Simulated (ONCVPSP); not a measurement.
**Which change was made? (Pm, ONCV)**

ONCVPSP 4.0.1 input, shortened (lines: element, Z, core and valence counts, functional; n l f; lmax; l rc ep ncon nbas qcut; lloc lpopt rc5 dvloc0; l nproj debl; icmod fcfact rcfact), PBEsol, scalar-relativistic:

```
  Pm 61.00    9    5  -116133      upf
    1    0    2.00
    2    0    2.00
    2    1    6.00
    3    0    2.00
    3    1    6.00
    3    2   10.00
    4    0    2.00
    4    1    6.00
    4    2   10.00
    4    3    4.50
    5    0    2.00
    5    1    6.00
    5    2    0.50
    6    0    2.00
    3
    0    2.05    0.00    5    8    4.70
    1    1.90    0.00    4    8    5.00
    2    3.10    0.00    4    9    5.50
    3    1.00    0.00    4    9   19.00
    4    5    0.65    3.00
    0    2    2.80
    1    2    3.30
    2    2    1.30
    3    2    3.60
    3    2.75    1.45
```

Cutoffs, loose and tight: the cutoffs (Ha) at which the residual kinetic energy of the hardest occupied pseudo-wave falls to 1 and 0.1 mHa per electron. They do not see the model core or the augmentation charge, which bear on the density cutoff. Test errors are all-electron minus pseudo excitation energies from the reference, over the configurations 4f5 5s2 5p6 5d0 6s2; 4f5 5s2 5p6 5d0 6s1; 4f5 5s2 5p6 5d0 6s0; 4f5 5s2 5p5 5d0 6s2; variants that change the core or the reference have their own tests.

The base gives: outcome: generated; cutoff, loose: 135 Ha; cutoff, tight: 150 Ha; bound ghosts: s, p; GHOST(+) flags above zero: s, d; largest test error (meV): tests left out (the all-electron energies of this program are off by 10 to 40 meV for near-neutral 4f atoms).

(1) After one change the result is: outcome: generated; cutoff, loose: 115 Ha; cutoff, tight: 126 Ha; bound ghosts: s, p; GHOST(+) flags above zero: s, d; largest test error (meV): tests left out (the all-electron energies of this program are off by 10 to 40 meV for near-neutral 4f atoms). Which change was it?
A. s: qcut 3.3; p: qcut 3.5; d: qcut 3.8; f: qcut 13.2
B. s: qcut 6.5; p: qcut 6.9; d: qcut 7.6; f: qcut 26.4
C. s: qcut 4; p: qcut 4.3; d: qcut 4.7; f: qcut 16.3

## Answers

(1) C. The others give: s: qcut 6.5; p: qcut 6.9; d: qcut 7.6; f: qcut 26.4 → outcome: failed: ERROR pspot: first pseudo wave function has node, program will stop | s: qcut 3.3; p: qcut 3.5; d: qcut 3.8; f: qcut 13.2 → outcome: generated; cutoff, loose: 223 Ha; cutoff, tight: 353 Ha; bound ghosts: s, p, d; GHOST(+) flags above zero: s; largest test error (meV): tests left out (the all-electron energies of this program are off by 10 to 40 meV for near-neutral 4f atoms).
